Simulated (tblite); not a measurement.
A tight-binding relaxation on `Cc1nccn1[SiH2]Br`.

Computed with GFN2-xTB geometry optimisation, gas phase (tblite 0.8.0). Start geometry: from a force field or distance geometry. The command runs a driver script over a list of jobs; the input below is this job's line of settings and its coordinates in Å.

Command:
```bash
OMP_NUM_THREADS=1 python probes_run.py task.json out
```

Input:
```
{"job": {"kind": "relax", "xc": "GFN2-xTB", "basis": "xTB"}, "charge": 0, "multiplicity": 1}
C     -0.777500    -1.655500     0.760500
C     -0.849800    -0.289500     0.145000
N     -1.951700     0.374100    -0.062100
C     -1.589700     1.572200    -0.646900
C     -0.223500     1.631300    -0.761600
N      0.231700     0.448400    -0.262400
Si     1.933800     0.012400    -0.166400
Br     2.492100    -1.245100    -1.896600
H     -1.792100    -2.015500     0.980700
H     -0.233500    -1.639200     1.707500
H     -0.323200    -2.370900     0.076600
H     -2.328000     2.302600    -0.923400
H      0.414600     2.407800    -1.160900
H      2.206200    -0.760300     1.079800
H      2.786200     1.235300    -0.165100
```

Output:
```
step      E/eV     max force
  0    -649.74775    2.074
  1    -649.81871    0.670
  2    -649.83921    0.394
  3    -649.85108    0.280
  4    -649.85617    0.230
  5    -649.86368    0.171
  6    -649.86642    0.142
  7    -649.86957    0.150
  8    -649.87092    0.081
  9    -649.87155    0.063
... (94 lines left out)
104    -649.89261    0.013
105    -649.89265    0.015
106    -649.89270    0.017
107    -649.89272    0.011
108    -649.89274    0.010
109    -649.89277    0.010
110    -649.89281    0.012
111    -649.89287    0.014
112    -649.89290    0.013
113    -649.89291    0.008
```

«max force» is the largest atomic force in eV/Å.

Q: From which step on does the largest force stay under 0.1 eV/Å, and how much energy is left to gain from there?

A: From step 8 (0.081 eV/Å), 22.0 meV above the end.

Summary of the converged run: energy lowered by 3.3 kcal/mol over 113 steps; largest atomic force 0.008 eV/Å at the end.

On one thread of an Arm Neoverse V1, shared host with 32 logical CPUs at a one-minute load of 28, this took 0.91 s of wall time.
Labels such as C1 count atoms from 1, the log's own numbers from 0.
